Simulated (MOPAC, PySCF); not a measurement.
Positional isomers: furan hydroxy+boryl. All species are isolated molecules in the gas phase. One relaxed conformer stands for each flexible species; it need not be the lowest. Strings in code marks are SMILES.

Quantity: electronic energy of isomers of C4H5BO2 relative to `Bc1ccc(O)o1`, in kcal/mol. Semi-empirical values (MOPAC) are differences of heats of formation.

Level 1: PBE-D3(BJ)/def2-TZVP // PBE-D3(BJ)/def2-SVP (PySCF)
Level 2: M06-2X/6-31G* // PBE-D3(BJ)/def2-SVP (PySCF)
Level 3: PBE/6-31G* // PBE-D3(BJ)/def2-SVP (PySCF)
Level 4: PM7 // PBE-D3(BJ)/def2-SVP (MOPAC)

| species | level 1 | level 2 | level 3 | level 4 |
|---|---|---|---|---|
| `Bc1cc(O)co1` | 9.36 | 9.96 | 9.44 | 3.72 |
| `Bc1ccoc1O` | 2.20 | 0.78 | 2.42 | 3.13 |
| `Bc1cocc1O` | 9.79 | 8.97 | 10.0 | 1.92 |
| `Bc1occc1O` | 1.89 | 2.41 | 1.63 | 0.01 |
| `Bc1coc(O)c1` | 8.73 | 6.92 | 9.23 | 2.14 |
